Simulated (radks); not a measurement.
The germanium ion Ge3+, configuration [Ar] 3d10 5p1 (not the ground configuration). All-electron calculation, Dirac Kohn-Sham, PBE, spin-unpolarised, spherical densities, finite nucleus; open shells fill j = l - 1/2 first; Fermi nuclear charge, rms radius 4.0742 fm. Program: a radial shooting solver on a logarithmic mesh with Libxc functionals.

Radial electron density D(r) = 4 pi r^2 rho(r):

r (bohr)  D(r) (e/bohr)
0.004951          5.678
0.006604          8.944
0.008808          13.60
0.01175           19.75
0.01567           26.96
0.0209            33.97
0.02787           38.66
0.03717           39.03
0.04958           35.38
0.06613           31.92
0.0882            34.32
0.1176            42.13
0.1569            45.46
0.2093            36.68
0.2791            24.87
0.3723            23.99
0.4965            28.62
0.6622            24.59
0.8832            13.58
1.178             5.015
1.571             1.327
2.096            0.2124
2.795           0.05889
3.728            0.2915
4.972            0.2798
6.632           0.06713
8.845          0.003757

D(r) has 4 maxima, at r = 0.0330, 0.148, 0.517, 4.27 bohr, and minima at 0.0699, 0.328, 2.60 bohr, inside which lie 2.11, 11.01, 28.11 electrons.
